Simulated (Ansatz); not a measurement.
`[SiH3][NH][SnH2][SiH3]` + CH₃NH₂ → `C[NH][SnH2][SiH3]` + `N[SiH3]`  (ligand exchange at the Sn–N bond)

Computed with Ansatz on PBE0-D4/def2-TZVP structures; ΔE is electronic, products minus reactants. CCSD(T)/CBS is the MP2 limit (def2-TZVPP, def2-QZVPP) plus CCSD(T) − MP2 in def2-TZVPP, frozen cores. This one scheme is used for every species. DFT in def2-TZVPP. Elements past krypton have def2 core potentials. For Sn outer-core shells are correlated without core-valence functions, which leaves a few kJ/mol of doubt a bond. One conformer a species, not always the lowest.

| level | ΔE (kJ/mol) |
| --- | --- |
| r2SCAN-D4 | 15.4 |
| PBE | 11.7 |

Q: What does CCSD(T)/CBS give? (An estimate is asked.)

A: Ansatz gave: +19.7 kJ/mol. The listed levels differ from it by -4.3, -8.0 kJ/mol.

Largest T1 diagnostic among the species: 0.013.

The D4 term adds +4.4 kJ/mol with B3LYP and +2.4 kJ/mol with PBE0; it sums over pairs of atoms, weighted by their polarisabilities, and B3LYP, whose exchange is more repulsive, gets the larger term. From PBE to PBE0 (25 % exact exchange), in def2-TZVPP and without D4, ΔE moves by +4.0 kJ/mol.

B3LYP here is the variant with VWN-RPA as its local correlation; programs differ in this.
